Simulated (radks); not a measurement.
Yb3+, configuration [Kr] 4d10 4f13 5s2 5p5 5d1 (not the ground configuration). All-electron calculation, scalar-relativistic Kohn-Sham, exchange-only LDA, spin-polarised, spherical densities, point nucleus; open shells are filled with parallel spins first (spin-orbit coupling, left out, can overturn this in heavy ions). Program: a radial shooting solver on a logarithmic mesh with Libxc functionals.

Local quantities along the radius. ELF = 1/(1 + alpha^2) is the electron localisation function; alpha = (tau - tau_W)/tau_unif compares the Pauli kinetic energy density with that of the uniform gas (summed over spins); s = |grad rho|/(2 (3 pi^2)^(1/3) rho^(4/3)) is the reduced gradient; 4 pi r^2 rho is in e/bohr; -r V(r) is the screened charge that the Kohn-Sham potential of spin up presents (atomic units). tau is taken from the large components.

r (bohr)	ELF	alpha	s	4 pi r^2 rho	-r V(r)
0.001479	0.999	0.02538	0.7257	11.04	69.38
0.001973	0.999	0.02791	0.6535	16.90	69.17
0.002653	0.999	0.03218	0.6044	25.53	68.88
0.003538	0.998	0.03905	0.5774	36.97	68.51
0.004719	0.997	0.05074	0.5693	51.36	68.01
0.006345	0.995	0.07263	0.5804	68.02	67.35
0.008462	0.987	0.1148	0.6109	83.18	66.50
0.01129	0.959	0.2060	0.6597	93.04	65.42
0.01517	0.846	0.4270	0.7139	93.97	64.01
0.02024	0.557	0.8913	0.7093	87.63	62.29
0.02699	0.337	1.401	0.5428	84.10	60.16
0.03629	0.426	1.161	0.3176	95.79	57.48
0.04841	0.673	0.6963	0.2962	118.2	54.34
0.06456	0.733	0.6042	0.4090	126.2	50.64
0.0868	0.494	1.013	0.4860	107.4	46.26
0.1158	0.354	1.350	0.2974	97.19	41.48
0.1544	0.631	0.7652	0.2344	112.3	36.27
0.2076	0.704	0.6486	0.4412	100.9	30.69
0.2769	0.310	1.493	0.5155	61.72	25.22
0.3723	0.440	1.129	0.1612	58.66	19.69
0.4965	0.713	0.6345	0.3100	63.60	14.67
0.6622	0.557	0.8912	0.5378	40.72	10.59
0.8903	0.336	1.404	0.5755	20.38	7.615
1.188	0.476	1.050	0.5726	12.41	5.718
1.584	0.525	0.9516	0.8809	6.359	4.560
2.129	0.252	1.723	1.574	1.987	3.904
2.84	0.049	4.419	2.882	0.4117	3.549
3.788	0.007	11.87	5.868	0.05947	3.320
5.093	0.000	48.34	16.66	0.004359	3.149
6.793	0.000	424.8	69.23	0.0001157	3.049

On this mesh the ELF has minima near r = 0.027, 0.12, 0.32, 0.89 bohr, which separate the shells, and maxima near 0.056 (0.74), 0.18 (0.72), 0.50 (0.71), 1.4 (0.54).
